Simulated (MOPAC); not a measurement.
MOPAC input (MNDO):

```
MNDO 1SCF CHARGE=-1 GEO-OK AUX(PRECISION=9) THREADS=1
HSn2

Sn   -0.00000000 1   -0.00000000 1   -1.30503900 1
Sn    0.00000000 1    0.00000000 1    1.24518000 1
H     0.00000000 1    0.00000000 1    2.99295200 1
```

From the output:

```
                                                       MOPAC v23.2.5 Linux

          FINAL HEAT OF FORMATION =         75.11280 KCAL/MOL =     314.27197 KJ/MOL

          COSMO AREA              =        122.00 SQUARE ANGSTROMS
          COSMO VOLUME            =        117.48 CUBIC ANGSTROMS

          IONIZATION POTENTIAL    =          1.528100 EV
          HOMO LUMO ENERGIES (EV) =         -1.528  4.384
          NO. OF FILLED LEVELS    =          5
          MOLECULAR WEIGHT        =        238.3879         POINT GROUP:  C*v

          MOLECULAR DIMENSIONS (Angstroms)

            Atom       Atom       Distance
            H     3   Sn     1     4.29799
            H     3   Sn     1     0.00000
           Sn     1   Sn     2     0.00000

          SCF CALCULATIONS        =          1

   ATOM   CHEMICAL          X               Y               Z
  NUMBER   SYMBOL      (ANGSTROMS)     (ANGSTROMS)     (ANGSTROMS)

     1      Sn         -0.00000000  *  -0.00000000  *  -1.30503900  *
     2      Sn          0.00000000  *   0.00000000  *   1.24518000  *
     3       H          0.00000000  *   0.00000000  *   2.99295200  *

                             CARTESIAN COORDINATES

   1   Sn       -0.000000000    -0.000000000    -1.305039000
   2   Sn        0.000000000     0.000000000     1.245180000
   3    H        0.000000000     0.000000000     2.992952000

           Empirical Formula: H Sn2  =     3 atoms

      MOLECULAR POINT GROUP   :   C*v

                  EIGENVALUES
 -12.15585  -9.90906  -5.72104  -1.52810  -1.52810   4.38378   4.77112   4.77112
   8.28111

              NET ATOMIC CHARGES AND DIPOLE CONTRIBUTIONS

  ATOM NO.   TYPE          CHARGE      No. of ELECS.   s-Pop       p-Pop
    1         Sn          -0.199785        4.1998     1.96132     2.23846
    2         Sn          -0.707631        4.7076     1.76383     2.94380
    3          H          -0.092584        1.0926     1.09258
 DIPOLE           X         Y         Z       TOTAL
 POINT-CHG.     0.000     0.000    -4.393     4.393
 HYBRID        -0.000    -0.000     3.236     3.236
 SUM           -0.000    -0.000    -1.157     1.157

          ATOMIC ORBITAL ELECTRON POPULATIONS

     Atom    s        px        py        pz
    1 Sn   1.96132   0.94674   0.94674   0.34498
    2 Sn   1.76383   1.05326   1.05326   0.83728
    3  H   1.09258

 **********************
 *                    *
 * JOB ENDED NORMALLY *
 *                    *
 **********************

 == MOPAC DONE ==
```

The dipole moment of an ion depends on the origin.

The geometry given is a B3LYP-D3(BJ)/def2-TZVP minimum.
